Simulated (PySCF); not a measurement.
Spectrum to structure. Method used: PySCF 2.14.0, density-fitted response routines, TDDFT CAM-B3LYP/def2-SVPD, vertical, gas phase, core orbitals frozen in the response. Geometries: PBE0-D3(BJ)/def2-SVP, one conformer each.

```csv
state,E (eV),f,"main configurations (H = HOMO, L = LUMO)"
S1,5.65,0.0012,"H→L (78%), H→L+1 (11%)"
S2,6.20,0.010,"H→L+1 (41%), H→L+2 (28%), H-1→L (14%)"
S3,6.36,0.021,"H-1→L (38%), H→L+2 (34%), H→L+4 (10%)"
S4,6.77,0.027,"H→L+1 (20%), H→L+2 (17%), H→L+5 (11%)"
S5,6.83,0.027,"H→L+4 (29%), H-1→L (22%), H→L+3 (13%)"
S6,6.98,0.060,"H→L+3 (54%), H→L+4 (21%)"
S7,7.16,0.144,"H-1→L+2 (36%), H-1→L+1 (19%), H→L+3 (10%)"
S8,7.25,0.026,"H-1→L+1 (35%), H-1→L+2 (16%), H→L+5 (11%)"
S9,7.51,0.043,"H-2→L (36%), H→L+6 (13%), H-1→L+3 (10%)"
S10,7.56,0.018,"H-1→L+3 (43%), H-1→L+4 (12%), H-1→L+2 (8%)"
```

Triplets computed (Tamm–Dancoff): 5.29, 5.79, 5.86, 6.31 eV.

Orbital energies (eV): HOMO-3 -9.93, HOMO-2 -9.60, HOMO-1 -8.57, HOMO -7.87, LUMO 1.00, LUMO+1 1.34, LUMO+2 1.41.

**Question.** Which candidate is it? All have the formula C5H15NSi2.
A. `CN[Si@@H]1CC[C@@H](C)[SiH2]1`
B. `C[SiH2]/C=C\[SiH2]N(C)C`
C. `CCC[Si@H]1CC[SiH2]N1`

**Answer.** A. Its S1 lies at 5.65 eV; the nearest of the others has S1 at 6.32 eV. S1 is HOMO→LUMO (78%), HOMO→LUMO+1 (11%). Löwdin shares by element: HOMO nitrogen 42%, silicon 24%, carbon 8% or more (atoms not listed hold the other 26%); LUMO silicon 34%, carbon 8% or more, hydrogen 6% or more (atoms not listed hold the other 52%). At the same level the other candidates give, for their lowest levels:
- `CCC[Si@H]1CC[SiH2]N1`: 6.32 eV (f 0.008); 6.92 eV (f 0.014); 7.36 eV (f 0.014); 7.49 eV (f 0.020); 7.58 eV (f 0.018); T1 6.01 eV; HOMO -8.39, LUMO 1.15 eV
- `C[SiH2]/C=C\[SiH2]N(C)C`: 4.90 eV (f 0.003); 5.75 eV (f 0.015); 6.10 eV (f 0.062); 6.34 eV (f 0.244); 6.67 eV (f 0.058); T1 3.85 eV; HOMO -7.74, LUMO 0.06 eV

Without π bonds the low states are Rydberg-like; a valence basis with one diffuse set may place them up to an eV too high.
